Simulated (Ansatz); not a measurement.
selenium atom (Se), triplet. Base run: R2SCAN/6-31G* in Ansatz (a program for electronic structure).

Here is a job for Ansatz.
Ansatz 0.2 input:
```yaml
crystal:
  periodic: [false, false, false]
  atoms:
    - {symbol: Se, position_ang: [0.00000000, 0.00000000, 0.00000000]}
basis:
  gaussian:
    orbitals: 6-31G*
hamiltonian:
  xc: r2scan
magnetization: {spin_polarized: true, initial_magnetization: 2}
```

The base run was repeated with changes; each row names its change, and settings that it needs were set with it.

| change | ΔE vs base (kcal/mol) |
|---|---|
| base | 0.000 |
| accuracy = high | 0.001 |
| final_grid = 6, 12, 29 | -0.502 |
| lower_state_search = full | 0.000 |
| forces = on | 0.000 |
| final_grid = 4, 8, 17 | -2.62 |
| point_charge = charge:0.5 position_ang:2.1914, 0.5555, 1.9721 | -5.58 |
| fitting.mean_field = cc-pVTZ-JKFIT | -0.075 |
| final_grid = 14, 28, 59 | 0.000 |
| point_charge = charge:-1.0 position_ang:0.1854, -2.7876, 1.0932 | -8.47 |
| lower_state_search = light | 0.000 |
